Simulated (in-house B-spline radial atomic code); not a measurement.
How G0W0 and RPA depend on the start: Tl²⁺

Configuration [Xe] 4f14 5d10 6s1, highest spin. Computed with an all-electron radial atomic-structure program (B-spline basis): all electrons, scalar-relativistic (spin-free one-electron X2C), finite nucleus, each spin shell either full or empty, empty states to l = 9 with an (l + 1/2)⁻⁴ tail; G0W0 by contour deformation at full frequency.

Without the two-electron picture change, the correlation of inner shells comes somewhat too large for so heavy an element.

RPA overbinds a lone outer s electron by self-correlation, and G0W0 tends to as well.

| start | mean-field 6s up (eV) | G0W0 (eV) | QP weight | RPA correlation (Eh) |
| --- | --- | --- | --- | --- |
| Hartree-Fock | -28.412 | -30.08 | 0.972 | -6.7049 |
| LDA VWN5 | -26.128 | ? | ? | ? |
| PBE | -25.749 | -30.57 | 0.944 | -7.1596 |
| PBE0 | -26.628 | -30.43 | 0.956 | -7.0351 |
| r2SCAN | -26.048 | -30.47 | 0.950 | -7.0786 |
| HSE06 | -26.235 | -30.46 | 0.953 | -7.0442 |
| B3LYP (VWN-RPA) | -26.604 | ? | ? | ? |
| SCAN | -26.150 | -30.51 | 0.950 | -7.0855 |
| TPSS | -25.583 | -30.53 | 0.945 | -7.1398 |
| BHandHLYP | -27.476 | -30.36 | 0.963 | -6.9203 |
| CAM-B3LYP | -28.082 | -30.50 | 0.963 | -7.016 |
| LC-wPBE | -29.182 | -30.42 | 0.967 | -7.0262 |
| wB97X | -28.606 | -30.38 | 0.967 | -6.9959 |
| PBEsol | -25.832 | -30.58 | 0.944 | -7.1626 |
| BLYP | -25.743 | -30.64 | 0.943 | -7.1622 |
| r2SCAN0 | -26.927 | -30.39 | 0.959 | -6.9806 |
| LDA exchange-only | -25.016 | -30.71 | 0.940 | -7.1671 |

Task: What G0W0 level, weight and RPA correlation energy follow from the LDA VWN5 start?

Result: G0W0 level -30.64 eV, weight 0.944, RPA correlation -7.1672 hartree.

Task: What G0W0 level, weight and RPA correlation energy follow from the B3LYP (VWN-RPA) start?

Result: G0W0 level -30.53 eV, weight 0.954, RPA correlation -7.062 hartree.

Task: How much of the dependence on the start does G0W0 remove?

Result: The mean-field levels span 4.17 eV and the G0W0 levels 0.623 eV. Against 29.852 eV (NIST, measured) the G0W0 removal energies are off by +0.23 to +0.86 eV, with spin-orbit coupling, Breit and QED terms left out.
